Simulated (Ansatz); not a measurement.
Species: H3GeO2, charge 0, doublet. H3GeO2 (SMILES [OH][GeH][OH], doublet).
B3LYP-D3(BJ)/def2-TZVP minimum from Ansatz (a quantum-chemistry and plane-wave program):
```
Ge
O 1 1.7866
H 2 0.9646 1 112.06
O 1 1.8041 2 102.44 3 35.07
H 4 0.9633 1 113.94 2 -170.88
H 1 1.5739 2 103.99 3 150.60
```
Charge 0, spin multiplicity 2.

Total energies in aug-cc-pVDZ, 19 correlated electrons, 16 frozen orbitals. Open shells are spin-unrestricted; no spin-orbit coupling. Correlated methods leave the cores frozen (noble-gas shells, and filled d and f shells in the p block). No relativity.

| method | program | energy (Eh) | minus CCSDT(Q) (mEh) |
|---|---|---|---|
| HF | Ansatz | -2226.84747 | 533.87 |
| MP2 | Ansatz | -2227.34610 | 35.24 |
| CCSD | Ansatz | -2227.36314 | 18.20 |
| CCSD(T) | Ansatz | -2227.37895 | 2.39 |
| CCSDT(Q) | Ansatz | -2227.38134 | 0.00 |

Rough core times of Ansatz's runs on a shared machine: CCSD(T) 50 s, CCSDT(Q) 3 h.
